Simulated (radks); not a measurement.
All-electron atom: Cs11+ in [Kr] 4d8.

Method: Dirac Kohn-Sham, PBE, spin-unpolarised, spherical densities, finite nucleus; open shells fill j = l - 1/2 first; Fermi nuclear charge, rms radius 4.8041 fm; computed with a radial shooting solver on a logarithmic mesh with Libxc functionals.

Energy parts (hartree):
total: -7753.2976
kinetic: 8258.2675
electron-nucleus: -18543.9138
Hartree: 2718.5888
exchange-correlation: -186.2401

Orbitals (lengths in bohr, moments of r in powers of bohr; <r^-3> diverges for s and p1/2):
\begin{tabular}{lrrrr}
orbital & occ. & eigenvalue (hartree) & <r^-3> & <r> \\ \hline
1s1/2 & 2 & -1321.684 & - & 0.02611 \\
2s1/2 & 2 & -213.2689 & - & 0.1117 \\
2p1/2 & 2 & -201.0784 & - & 0.09401 \\
2p3/2 & 4 & -188.1285 & 5926 & 0.09990 \\
3s1/2 & 2 & -49.85933 & - & 0.2983 \\
3p1/2 & 2 & -44.76811 & - & 0.2882 \\
3p3/2 & 4 & -42.27847 & 1167 & 0.3000 \\
3d3/2 & 4 & -33.34142 & 188.8 & 0.2707 \\
3d5/2 & 6 & -32.81190 & 173.5 & 0.2744 \\
4s1/2 & 2 & -14.73906 & - & 0.6818 \\
4p1/2 & 2 & -12.87891 & - & 0.7021 \\
4p3/2 & 4 & -12.34103 & 253.6 & 0.7263 \\
4d3/2 & 4 & -9.27220 & 34.78 & 0.7780 \\
4d5/2 & 4 & -9.17613 & 31.82 & 0.7858 \\
\end{tabular}

The highest occupied level is 4d5/2 at -249.70 eV. The electron density at the nucleus is 2.961e+05 e/bohr^3. Summed over all electrons, <r^2> = 11.97 bohr^2, which gives a Langevin (diamagnetic) susceptibility term of -9.48 x 10^-6 cm^3/mol. For comparison, the ionisation energy in NIST's Atomic Spectra Database is 261 eV (theoretical). In exact Kohn-Sham theory the highest level is minus the ionisation energy, but local and semilocal functionals leave it too shallow, through self-interaction and a potential that decays too fast; potentials with the right tail come closer. The density falls to 0.001 e/bohr^3 at r = 2.00 bohr.

Beside tabulated values, note that spin-unpolarised runs miss the spin-polarisation part of the exchange energy of open shells.
